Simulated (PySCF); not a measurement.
## Interval between two levels of Co by level of theory

Co [Ar] 3d7 4s2 [4F9/2, M_J = 9/2] → Co [Ar] 3d7 4s1 4p1 [6G13/2, M_J = 13/2], as a difference of total energies. All numbers are calculated (PySCF 2.14, the two-component X2C-1e Hamiltonian, in x2c-TZVPall-2c). Correlated levels: [Ne] frozen; the 6 highest virtual spinors dropped. "Screened" scales the spin-orbit matrix elements by Boettger's factors to mimic the two-electron term; Breit and QED terms are absent.

```
                    method  interval between two levels (cm⁻¹)
           GHF (spin-free)                               17592
          GMP2 (spin-free)                               24191
 GHF (screened spin-orbit)                               17748
GMP2 (screened spin-orbit)                               24368
```

The labels give the starting determinants; with spin-orbit coupling the two ends relaxed to ⟨J²⟩ = 24.76, ⟨L²⟩ = 12.02, ⟨S²⟩ = 3.76 and ⟨J²⟩ = 48.76, ⟨L²⟩ = 20.03, ⟨S²⟩ = 8.74.
